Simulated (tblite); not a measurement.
Species: C5H11GeN.
SMILES with atom numbers: `[CH3:1][C:2]1=[CH:3][C@@H:4]([GeH3:5])[NH:6][CH2:7]1` (hydrogens: H8, H9, H10 on C1; H11 on C3; H12 on C4; H13, H14, H15 on Ge5; H16 on N6; H17, H18 on C7)

Computed with GFN2-xTB (tblite), gas phase: L-BFGS steps from a force-field or distance-geometry start until the largest atomic force falls under 0.01 eV/Å.

Geometry at step 0:
```
atom  x, y, z in Å
C1     -2.2726    1.0424    0.5491
C2     -1.0763    0.3279    0.0326
C3      0.0768    0.9046   -0.2562
C4      1.0527   -0.0923   -0.7286
Ge5     2.5826   -0.1281    0.4906
N6      0.3661   -1.4024   -0.6803
C7     -0.9851   -1.1384   -0.1802
H8     -2.0307    1.5694    1.5046
H9     -2.6105    1.7881   -0.2001
H10    -3.1113    0.3258    0.7396
H11     0.2512    1.9731   -0.1804
H12     1.3896    0.1422   -1.7491
H13     3.2640    1.2650    0.4841
H14     3.5937   -1.2077    0.0089
H15     2.0963   -0.4488    1.9199
H16     0.2976   -1.7713   -1.6426
H17    -1.1350   -1.6735    0.7880
H18    -1.7579   -1.4697   -0.9116
```

Question: Give the atomic forces at this geometry.

Answer: 
| atom | Fx (eV/Å) | Fy (eV/Å) | Fz (eV/Å) |
| --- | --- | --- | --- |
| C1 | -0.929 | -0.039 | 0.396 |
| C2 | -0.035 | 0.570 | 0.349 |
| C3 | -0.346 | 0.488 | -0.170 |
| C4 | 0.306 | -0.082 | -0.510 |
| Ge5 | 0.811 | -0.231 | 0.480 |
| N6 | -0.128 | 0.239 | -0.771 |
| C7 | -0.635 | -0.805 | 0.057 |
| H8 | -0.259 | -0.367 | -0.781 |
| H9 | 0.116 | -0.357 | 0.546 |
| H10 | 0.665 | 0.646 | -0.125 |
| H11 | 0.234 | -0.322 | -0.105 |
| H12 | 0.032 | -0.005 | 0.055 |
| H13 | -0.134 | -0.584 | 0.113 |
| H14 | -0.367 | 0.529 | 0.371 |
| H15 | 0.321 | 0.126 | -0.600 |
| H16 | 0.153 | 0.133 | 0.709 |
| H17 | -0.010 | 0.096 | -0.512 |
| H18 | 0.204 | -0.034 | 0.498 |

The largest, 1.03 eV/Å, acts on C7 (C1 within 3 % of it); the rms over all components is 0.424 eV/Å. The forces sum to zero within rounding, as they must for an isolated molecule in no field.

Question: Give the force on C7 in Eh/bohr and in nN.

Answer: 1.027 eV/Å ÷ 51.422 = 0.01997 Eh/bohr, and 1.027 eV/Å × 1.602 = 1.65 nN.

Question: How far is this geometry from the end of the optimisation?

Answer: 0.292 eV above it, and 0.452 Å rms away after alignment. The bonds farthest from their final lengths, with half the difference of the two atoms' forces along the bond (positive lengthens):

```csv
bond,now (Å),final (Å),force along bond (eV/Å)
Ge5–H14,1.556,1.493,-0.63
Ge5–H15,1.543,1.492,-0.46
Ge5–H13,1.551,1.501,-0.37
C4–Ge5,1.957,1.999,+0.51
C1–H10,1.119,1.091,-0.86
C1–H8,1.118,1.090,-0.51
```

The angle farthest from its final value is C4–Ge5–H13, 108.9° against 114.0°.

Of the 6 listed bonds off by 0.010 Å or more, this force points towards the final length in 6.

The cost below is that of the whole relaxation. On an Arm Neoverse N1 with one thread, no GPU (shared host), this took 1.6 s of wall time.
